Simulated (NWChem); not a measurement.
System: SiAsH₃F₂; SMILES F[SiH]([AsH2])F

```xyz
7

Si     0.3839    -1.0151     0.0000
F     -0.3187    -1.6806     1.3144
F     -0.3187    -1.6806    -1.3144
As    -0.1024     1.2998     0.0000
H      1.8224    -1.4293     0.0000
H      0.9593     1.4986    -1.1008
H      0.9593     1.4986     1.1008
```
Atoms are numbered in this order, from 1.

All runs: NWChem. Pople sets run with spherical d functions. Geometry: optimised at PBE-D3(BJ)/def2-SVP. Ions are spin-unrestricted doublets at the neutral geometry; other ion states weren't tried. Functional: LC-ωPBE (HJS hole) with 6-31G*; the question gives the range parameter ω in 1/bohr.

Q: What does the run give for range parameter (1/bohr) 0.35? Quantities: vertical ionisation energy, ΔSCF (eV); −ε(HOMO) (eV).

A: The vertical ionisation energy, ΔSCF (eV) is 10.29 and the −ε(HOMO) (eV) comes out as 10.31.
